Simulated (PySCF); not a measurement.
Compound: C3H5NOSSi.
Atom-mapped SMILES: `[SiH3:1][O:2][c:3]1[cH:4][s:5][cH:6][n:7]1` (hydrogens: H8, H9, H10 on Si1; H11 on C4; H12 on C6)

Cartesian coordinates in Å at the PBE0-D3(BJ)/def2-SVP level; atoms count from 1:
```xyz
12
C3H5NOSSi angstrom
Si    -1.9964    0.6018   -0.2283
O     -0.7508   -0.5513   -0.1422
C      0.5202   -0.1793    0.0181
C      1.5939   -1.0339    0.0860
S      3.0281   -0.1129    0.2978
C      2.0908    1.3296    0.2778
N      0.8130    1.1466    0.1267
H     -2.1003    1.3770    1.0382
H     -3.2109   -0.2367   -0.4166
H     -1.8113    1.5050   -1.3970
H      1.5930   -2.1188    0.0224
H      2.5604    2.3092    0.3861
```

Theory: PySCF 2.14.0, density-fitted response routines, TDDFT CAM-B3LYP/def2-SVPD, vertical, gas phase, core orbitals frozen in the response.

Computed states:

```json
{"state": "S1", "E (eV)": "5.12", "f": "0.088"}
{"state": "S2", "E (eV)": "5.59", "f": "0.0014"}
{"state": "S3", "E (eV)": "5.80", "f": "0.0002"}
{"state": "S4", "E (eV)": "6.39", "f": "0.0007"}
{"state": "S5", "E (eV)": "6.46", "f": "0.028"}
{"state": "S6", "E (eV)": "6.75", "f": "0.0020"}
```

Each state is given a Gaussian of 0.4 eV full width at half maximum, with ε(max) = 2.175×10⁸ f / Δν̃ (Δν̃ the width in cm⁻¹). The width is an assumption, not a result. The curve ends short of the highest state used, and states not computed would add to its high-energy end.

Question: What does the envelope look like, and where are its maxima?

Answer: 
(E (eV), ε (L mol⁻¹ cm⁻¹)): (4.52, 10), (4.57, 29), (4.62, 71), (4.66, 140), (4.71, 300), (4.76, 589), (4.80, 950), (4.85, 1596), (4.90, 2461), (4.94, 3268), (4.99, 4310), (5.03, 5053), (5.08, 5703), (5.13, 5902), (5.17, 5701), (5.22, 5052), (5.27, 4111), (5.31, 3281), (5.36, 2301), (5.40, 1640), (5.45, 1015), (5.50, 602), (5.54, 395), (5.59, 242), (5.64, 161), (5.68, 123), (5.73, 92), (5.78, 69), (5.82, 55), (5.87, 42), (5.91, 38), (5.96, 44), (6.01, 71), (6.05, 116), (6.10, 215), (6.15, 376)

Maxima: 242 nm (5.12 eV), ε about 5900, made up of S1 (100%) (ε in L mol⁻¹ cm⁻¹; maxima over ε = 5, shares over 10%). At its high-energy end, 6.15 eV, the curve is still rising (ε about 380, from S5).

Question: Coming from long wavelengths, where does ε first pass 100 L mol⁻¹ cm⁻¹?

Answer: At about 267 nm (4.64 eV), 0.48 eV below S1.

Question: On this curve, what absorbance would a 10⁻⁴ mol/L sample give at 248 nm over a 1 cm path?

Answer: 248 nm is 4.999 eV, where ε is about 4500 L mol⁻¹ cm⁻¹, so A = ε c l ≈ 0.45 (Beer–Lambert, with the gas-phase spectrum and the assumed width).

Question: What would ε be at 5.12 eV, the highest of these maxima, with half the width (0.2 eV)?

Answer: About 11800 L mol⁻¹ cm⁻¹ against 5900, a factor of about 2.00; a lone state at its own centre would give exactly 2.

One conformer stands for the species.
